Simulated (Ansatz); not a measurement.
Input file for Ansatz (a first-principles code): FCI/cc-pVDZ on H6 chain, a point of a bond scan (R = 3.600 Å).

Ansatz 0.2 input:
```yaml
crystal:
  periodic: [false, false, false]
  atoms:
    - {symbol: H, position_ang: [0.00000000, 0.00000000, 0.00000000]}
    - {symbol: H, position_ang: [0.00000000, 0.00000000, 3.60000000]}
    - {symbol: H, position_ang: [0.00000000, 0.00000000, 7.20000000]}
    - {symbol: H, position_ang: [0.00000000, 0.00000000, 10.80000000]}
    - {symbol: H, position_ang: [0.00000000, 0.00000000, 14.40000000]}
    - {symbol: H, position_ang: [0.00000000, 0.00000000, 18.00000000]}
basis:
  gaussian:
    orbitals: cc-pVDZ
magnetization: {spin_polarized: false}
correlation: {method: fci, electrons: outside_noble_gas}
```

The log:

```
WARN ansatz: RAYON_NUM_THREADS=2 ignored (pool sized by the plan → 2); use --threads N
Functional definition: HF
integrals: 0.00 GiB planned
369 factors; integrals over basis functions are off by at most 8.9e-8 eV
mean field: 0.05 GiB planned
mean field evaluation 1: about -64.6053 eV, gradient 2.2e0 eV
mean field evaluation 2: about -64.6033 eV, gradient 2.2e0 eV
mean field evaluation 4: about -64.9472 eV, gradient 8.9e-1 eV
mean field evaluation 8: about -65.0042 eV, gradient 3.4e-4 eV
mean field evaluation 16: about -61.8391 eV, gradient 2.0e0 eV
mean field evaluation 32: about -63.5008 eV, gradient 2.1e0 eV
mean field evaluation 64: about -64.1821 eV, gradient 6.0e-7 eV
mean field -65.00415011 eV, -2.3888584552 hartree, gradient 2.7e-6 eV, S^2 0.000000; 2 other end points of the search recorded, 0 dependent functions left out; unrestricted orbitals would lower it
mean field evaluation 96: about -80.8136 eV, gradient 6.2e0 eV
unrestricted determinant -81.52061115 eV, -2.9958272032 hartree, S^2 2.9958
reference -65.00415011 eV, -2.3888584552 hartree; 3, 3 occupied and 27, 27 virtual orbitals, 369 factors
configuration interaction: 0.76 GiB planned
state -81.52989482 eV, -2.9961683718 hartree
Total energy: -81.52989482 eV, -2.9961683718 hartree
```

The run converged.

Cost: roughly 28 core-seconds.
